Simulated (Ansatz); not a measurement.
Start from `CC(C)CF` and change one atom or group to get `BC(C)C`.

Ansatz, PBE0-D4/def2-TZVP geometries, multiplicity 1. Each molecule was computed in one conformer, which needn't be the lowest.

```tsv
property	`CC(C)CF`
size of the dipole moment (B3LYP/def2-TZVPP) / D	1.77
HOMO–LUMO gap (PBE0/def2-TZVPP) / eV	10.16
zero-point energy (PBE0-D4/def2-TZVP) / kJ/mol	327.8
HOMO–LUMO gap (PBE/def2-TZVPP) / eV	7.78
LUMO energy (ωB97M-V/def2-TZVPP) / eV	2.53
ideal-gas entropy at 298 K and 1 bar (rigid rotor, harmonic PBE0-D4/def2-TZVP) / J/(mol·K)	322
```

Problem. What does the change do to each property? (Best estimate.)

Solution. Computed: 
| property | `BC(C)C` | shift |
| --- | --- | --- |
| size of the dipole moment (B3LYP/def2-TZVPP) / D | 0.65 | -1.12 |
| HOMO–LUMO gap (PBE0/def2-TZVPP) / eV | 7.15 | -3.01 |
| zero-point energy (PBE0-D4/def2-TZVP) / kJ/mol | 296.4 | -31.4 |
| HOMO–LUMO gap (PBE/def2-TZVPP) / eV | 4.80 | -2.98 |
| LUMO energy (ωB97M-V/def2-TZVPP) / eV | 0.67 | -1.86 |
| ideal-gas entropy at 298 K and 1 bar (rigid rotor, harmonic PBE0-D4/def2-TZVP) / J/(mol·K) | 307 | -15 |

With PBE0 the HOMO rises by 0.71 eV and the LUMO falls by 2.29 eV, so the gap narrows by about 3.00 eV. PBE moves the HOMO by 0.47 eV and ωB97M-V by 0.77 eV. The zero-point energy changes by -31.4 kJ/mol with -3 modes. Dipoles are sizes alone; their direction can turn.

B3LYP here is the variant with VWN-RPA as its local correlation; programs differ in this.
